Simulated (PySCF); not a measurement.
**Excitation energies in several basis sets**

Species: C4H4N2Si.
Geometry (PBE0-D3(BJ)/def2-SVP, Å), atoms numbered from 1 in this order:
```
atom  x, y, z in Å
C1    -1.3402   -2.0590    0.6125
C2    -0.3962   -1.3529    0.3096
Si3    0.9406   -0.2110   -0.1984
C4     1.9139    0.2137    1.3251
N5     2.5268    0.4567    2.2782
N6     0.3614    1.2926   -0.8539
C7    -0.8493    1.6125   -1.0165
H8    -2.1647   -2.6919    0.8916
H9     1.8618   -0.8498   -1.1663
H10   -1.1074    2.5967   -1.4479
H11   -1.7103    0.9634   -0.7504
```

TDDFT with PBE0 (PySCF), vertical singlets, core orbitals frozen in the response, spherical d and f functions. One conformer (not necessarily the lowest) at the PBE0-D3(BJ)/def2-SVP geometry, without solvent, vibrations or thermal averaging.

| basis | functions | diffuse | S1 (eV) | S2 (eV) | S3 (eV) | S4 (eV) | S5 (eV) | LUMO (eV) | α (au) |
| --- | --- | --- | --- | --- | --- | --- | --- | --- | --- |
| 6-31G* | 110 | no | 4.26 | 5.61 | 5.86 | 6.02 | 6.20 | -1.30 | 66.1 |
| def2-SVP | 122 | no | 4.15 | 5.54 | 5.80 | 5.96 | 6.21 | -1.48 | 68.1 |
| 6-31+G* | 138 | yes | 4.18 | 5.50 | 5.77 | 5.89 | 6.13 | -1.65 | 75.6 |
| def2-SVPD | 176 | yes | 4.13 | 5.51 | 5.75 | 5.90 | 6.16 | -1.67 | 80.1 |
| aug-cc-pVDZ | 201 | yes | 4.14 | 5.50 | 5.74 | 5.89 | 6.13 | -1.67 | 82.1 |
| def2-TZVP | 247 | no | 4.13 | 5.47 | 5.73 | 5.86 | 6.10 | -1.65 | 77.1 |

Problem. How much do these states and the polarisability depend on the basis?

Solution. States are compared by their number. Against the largest diffuse basis here (aug-cc-pVDZ, itself not a converged limit), sets without diffuse functions differ by up to 0.12 eV in S1 and 0.08 eV in S5; the smaller diffuse sets differ by up to 0.03 and 0.03 eV. State by state, the largest deviation of a set without diffuse functions is S1 0.12, S2 0.11, S3 0.13, S4 0.13, S5 0.08 eV. The same number needn't mean the same state in each row. Against aug-cc-pVDZ the polarisability deviates by -19% in 6-31G*, -17% in def2-SVP, -8% in 6-31+G*, -2% in def2-SVPD, -6% in def2-TZVP. A single + in a Pople set puts diffuse functions on heavy atoms only.
